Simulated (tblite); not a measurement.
C3H4GaO4S2 (charge -1).
Bonds: O1–S2 (double), S2–O3 (double), S2–O4, S2–C5, C5–C6 (double), C6–C7, C7–O8 (double), O8–Ga9, Ga9–S10, C5–S10. Hydrogens: H11 on C6; H12 on C7; H13, H14 on Ga9.
Bond orders are those of one Lewis drawing.

Computed with GFN2-xTB (tblite), gas phase: L-BFGS steps from a force-field or distance-geometry start until the largest atomic force falls under 0.01 eV/Å.

Step 39: E = -890.0062 eV
```
atom  x, y, z in Å  |  force x, y, z in eV/Å
O1      2.2586   -0.1741    1.5213    0.019  -0.043  -0.163
S2      2.4269   -0.5477    0.1144   -0.132  -0.110   0.043
O3      2.8398   -1.9151   -0.1158   -0.044   0.122  -0.011
O4      3.0882    0.4495   -0.7069    0.078   0.002   0.030
C5      0.6388   -0.3877   -0.2684    0.170  -0.068   0.075
C6      0.2854    0.9455   -0.3500    0.110  -0.074   0.000
C7     -0.9782    1.4615   -0.4988   -0.022  -0.084   0.054
O8     -2.0715    0.7847   -0.4591   -0.131   0.030  -0.036
Ga9    -2.2984   -0.8996    0.3794   -0.026   0.130   0.095
S10    -0.2387   -1.8089   -0.2109   -0.008  -0.012   0.024
H11     1.1512    1.5892   -0.3799   -0.010   0.147  -0.004
H12    -1.0835    2.5354   -0.6913   -0.051  -0.006  -0.062
H13    -3.5946   -1.5099   -0.2506    0.091   0.033  -0.049
H14    -2.4246   -0.5236    1.8945   -0.045  -0.068   0.004
```

Step 40: E = -890.0113 eV
```
atom  x, y, z in Å  |  force x, y, z in eV/Å
O1      2.2759   -0.1953    1.5218   -0.045  -0.039  -0.059
S2      2.4262   -0.5496    0.1098    0.026  -0.009   0.029
O3      2.8436   -1.9097   -0.1439   -0.065   0.012  -0.028
O4      3.0905    0.4601   -0.6945    0.018   0.002  -0.018
C5      0.6376   -0.3836   -0.2537    0.181  -0.049   0.039
C6      0.2885    0.9494   -0.3461    0.081  -0.041  -0.027
C7     -0.9755    1.4657   -0.4990   -0.028  -0.108   0.030
O8     -2.0674    0.7874   -0.4526   -0.140   0.003   0.003
Ga9    -2.3058   -0.9023    0.3880   -0.013   0.170   0.069
S10    -0.2374   -1.8046   -0.1826   -0.023  -0.031   0.033
H11     1.1572    1.5884   -0.3962   -0.018   0.151   0.020
H12    -1.0853    2.5366   -0.7110   -0.023  -0.035  -0.042
H13    -3.5903   -1.5155   -0.2634    0.089   0.037  -0.045
H14    -2.4582   -0.5274    1.9013   -0.041  -0.063  -0.003
```

Step 41: E = -890.0155 eV
```
atom  x, y, z in Å  |  force x, y, z in eV/Å
O1      2.2925   -0.2203    1.5228   -0.078  -0.036  -0.008
S2      2.4293   -0.5499    0.1042    0.195   0.071  -0.003
O3      2.8557   -1.9012   -0.1766   -0.084  -0.026  -0.036
O4      3.0888    0.4786   -0.6841   -0.053  -0.062   0.001
C5      0.6412   -0.3841   -0.2382    0.109  -0.028  -0.009
C6      0.2947    0.9492   -0.3454    0.015  -0.019  -0.039
C7     -0.9715    1.4654   -0.4975   -0.011  -0.093  -0.006
O8     -2.0653    0.7899   -0.4448   -0.101  -0.019   0.036
Ga9    -2.3174   -0.9011    0.3961    0.006   0.173   0.043
S10    -0.2371   -1.8039   -0.1461   -0.012   0.030   0.042
H11     1.1640    1.5879   -0.4160   -0.057   0.110   0.042
H12    -1.0838    2.5349   -0.7245    0.007  -0.084  -0.019
H13    -3.5890   -1.5206   -0.2778    0.098   0.043  -0.040
H14    -2.5026   -0.5254    1.9058   -0.035  -0.059  -0.004
```

Step 42: E = -890.0199 eV
```
atom  x, y, z in Å  |  force x, y, z in eV/Å
O1      2.3089   -0.2404    1.5244   -0.111  -0.009   0.135
S2      2.4314   -0.5527    0.1034    0.233   0.128  -0.035
O3      2.8501   -1.8989   -0.1978   -0.043  -0.184  -0.066
O4      3.0927    0.4816   -0.6733   -0.045  -0.001  -0.059
C5      0.6458   -0.3793   -0.2241    0.032   0.027  -0.059
C6      0.2984    0.9534   -0.3430   -0.078   0.025  -0.043
C7     -0.9711    1.4662   -0.4986    0.005  -0.062  -0.047
O8     -2.0679    0.7947   -0.4357   -0.027  -0.028   0.060
Ga9    -2.3227   -0.8966    0.4049    0.016   0.143  -0.023
S10    -0.2375   -1.7960   -0.1292   -0.003   0.031   0.057
H11     1.1648    1.5968   -0.4277   -0.082   0.061   0.057
H12    -1.0876    2.5328   -0.7488    0.044  -0.146   0.015
H13    -3.5803   -1.5262   -0.2870    0.097   0.051  -0.032
H14    -2.5256   -0.5361    1.9104   -0.037  -0.036   0.039
```

**Question.** Estimate the geometry and energy of step 43. (The exact step hangs on the optimiser's Hessian estimate; all steps are aligned on step 42, rigid shifts and turns removed.)

**Answer.** E = -890.0246 eV, largest force 0.273 eV/Å
```
atom  x, y, z in Å  |  force x, y, z in eV/Å
O1      2.3290   -0.2732    1.5287   -0.082  -0.015   0.086
S2      2.4411   -0.5525    0.0990    0.256   0.080  -0.053
O3      2.8598   -1.8918   -0.2398   -0.049  -0.084  -0.030
O4      3.0900    0.5031   -0.6621   -0.064  -0.067  -0.007
C5      0.6536   -0.3785   -0.2061   -0.067   0.042  -0.099
C6      0.3054    0.9539   -0.3450   -0.111   0.024  -0.034
C7     -0.9670    1.4633   -0.4986    0.001  -0.029  -0.080
O8     -2.0681    0.7980   -0.4219    0.055  -0.030   0.073
Ga9    -2.3364   -0.8887    0.4147    0.025   0.090  -0.045
S10    -0.2375   -1.7922   -0.0841    0.038   0.138   0.059
H11     1.1706    1.6012   -0.4491   -0.153  -0.019   0.072
H12    -1.0860    2.5262   -0.7687    0.068  -0.171   0.037
H13    -3.5750   -1.5322   -0.3054    0.114   0.067  -0.018
H14    -2.5801   -0.5372    1.9163   -0.030  -0.026   0.038
```

The energy changes by -0.0047 eV. The first-order estimate −F·Δx gives -0.0070 eV and the mean of the old and new forces, exact on a quadratic surface, -0.0047 eV. The step makes an angle of 83° with the force vector and moves no atom by more than 0.055 Å.

What follows is the cost of the whole relaxation. Time: 0.89 s of wall time. Hardware: one thread of an Arm Neoverse V2, shared host.
